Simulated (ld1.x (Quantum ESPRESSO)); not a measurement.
**Logarithmic derivatives: thallium, TM**

* Element: Tl (Z = 81)
* Generator: ld1.x (Quantum ESPRESSO) 7.5
* Type: norm-conserving Troullier–Martins (Kleinman–Bylander form)
* Functional: PBE
* Relativity: scalar-relativistic
* Frozen core: [Xe] 4f14 5d10
* Valence charge: 3
* Reference configuration: 6s2 6p1
* Partial waves: 6p (bound): rc 2.56 bohr; 6d channel at -0.05 Ry: rc 2.46 bohr; 6s (bound): rc 2.30 bohr
* Local potential: the s channel
* Core correction: none

The phase is arctan(r·u′/u) with u = r·R(r), unwrapped; energies in Ry, scanned from -3 to 5 Ry. A pole is an energy at which the radial function vanishes at the test radius. The pseudo phase is shifted by a multiple of π to meet the all-electron one at the reference energy, and phase errors are pseudo minus all-electron; the curves can meet again beyond the range given. Levels narrower than the energy grid can be missing from the lists of poles.

```
channel  radius (bohr)  reference energy (Ry)  poles, all-electron  poles, pseudo  unbroken range about the reference energy with phases within 0.05 rad  phase error 1 Ry above the reference energy (rad)
      s           2.79                  -0.70                 0.43           0.41                                                              below 2.2                                             -0.004
      p           2.79                  -0.17                 1.97           1.83                                                              below 3.1                                             -0.009
      d           2.79                  -0.05          -1.00, 4.51    -1.42, 2.96                                                            -0.8 to 0.7                                             -0.174
```

Note: ghost state, extra bound levels that the all-electron valence spectrum of the same l lacks: d at -21.9 eV. A true bound ghost makes a file unfit for plane-wave use.

Phases in the p channel:

| E (Ry) | all-electron | pseudo |
| --- | --- | --- |
| -3.00 | 1.339 | 1.337 |
| -2.76 | 1.326 | 1.324 |
| -2.52 | 1.312 | 1.309 |
| -2.28 | 1.294 | 1.292 |
| -2.04 | 1.272 | 1.270 |
| -1.80 | 1.246 | 1.243 |
| -1.56 | 1.211 | 1.209 |
| -1.32 | 1.165 | 1.163 |
| -1.08 | 1.101 | 1.098 |
| -0.84 | 1.003 | 1.001 |
| -0.60 | 0.842 | 0.840 |
| -0.36 | 0.548 | 0.547 |
| -0.12 | 0.018 | 0.018 |
| 0.12 | -0.603 | -0.606 |
| 0.36 | -1.000 | -1.006 |
| 0.60 | -1.213 | -1.220 |
| 0.84 | -1.337 | -1.345 |
| 1.08 | -1.417 | -1.426 |
| 1.32 | -1.473 | -1.484 |
| 1.56 | -1.516 | -1.529 |
| 1.80 | -1.550 | -1.566 |
| 2.04 | -1.579 | -1.598 |
| 2.28 | -1.605 | -1.628 |
| 2.52 | -1.629 | -1.657 |
| 2.76 | -1.652 | -1.687 |
| 3.00 | -1.675 | -1.720 |
| 3.24 | -1.699 | -1.759 |
| 3.48 | -1.726 | -1.809 |
| 3.72 | -1.756 | -1.876 |
| 3.96 | -1.791 | -1.978 |
| 4.20 | -1.836 | -2.155 |
| 4.44 | -1.896 | -2.513 |
| 4.68 | -1.980 | -3.205 |
| 4.92 | -2.112 | -3.865 |
